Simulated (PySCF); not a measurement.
Isomers C6H14OP2:

A. `C/C=C/[P@@](C)(=O)P(C)C`
B. SMILES CCP1(=O)CCPCC1
C. `C1P(P(C)C)CCOC1`

Spectrum 1. $^{1}$H NMR (400 MHz, computed): δ 3.01 (m, 1H), 2.48 (m, 2H), 1.96 (m, 2H), 1.86 (m, 2H), 1.75 (m, 2H), 1.49 (m, 2H), 0.92 (m, 3H). $^{13}$C{$^{1}$H} NMR (computed): δ 34.2 (CH2), 30.3 (CH2), 17.4 (CH2), 8.9 (CH3).

Spectrum 2. $^{1}$H NMR (400 MHz, computed): δ 4.00 (m, 4H), 1.57 (m, 4H), 1.07 (m, 6H). $^{13}$C{$^{1}$H} NMR (computed): δ 70.5 (CH2), 27.1 (CH2), 13.5 (CH3).

Spectrum 3. $^{1}$H NMR (400 MHz, computed): δ 7.01 (m, 1H), 5.72 (m, 1H), 2.09 (d, 3H), 1.38 (m, 3H), 1.19 (m, 6H). $^{13}$C{$^{1}$H} NMR (computed): δ 156.5 (CH), 133.0 (CH), 24.0 (CH3), 20.4 (CH3), 7.9 (CH3).

[PySCF 2.14.0 with density-fitted response routines: GFN2-xTB structure; σ from GIAO-PBE0/pcSseg-1; rapidly exchanging positions averaged; isolated molecule; relativity neglected; single conformer]

δ = σ(ref) − σ, references computed at the same level: $^{1}$H (31.72 ppm) and $^{13}$C (186.93 ppm) vs TMS. Splittings of carbon signals by F and P are missing where no couplings were computed. Where no couplings were computed, multiplicities follow the n + 1 count of equivalent neighbours, and m marks all less simple cases (inequivalent or close neighbours, rings, F or P nearby). Shifts are as computed. Against solution values, carbons near 30 ppm lie about +3 ppm off and those near 130 ppm about +5 ppm. Of 1211 compounds with measured shifts, 218 miss one by over three times the rms of a fit or turn the order of signals round; such compounds aren't used in these exercises.

Q: Which spectrum belongs to which compound?

A: 1–B, 2–C, 3–A.

- Spectrum 1 (B): 4 $^{13}$C signals; δC 8.9 is a methyl carbon; δC 34.2 is an sp3 CH2 bonded to P.
- Spectrum 2 (C): 3 $^{13}$C signals; δC 70.5 is an sp3 CH2 bonded to O; δH 4.00 is the hydrogen on an sp3 CH2 bonded to O.
- Spectrum 3 (A): 5 $^{13}$C signals; δC 156.5 is an alkene CH; δC 133.0 is an alkene CH.
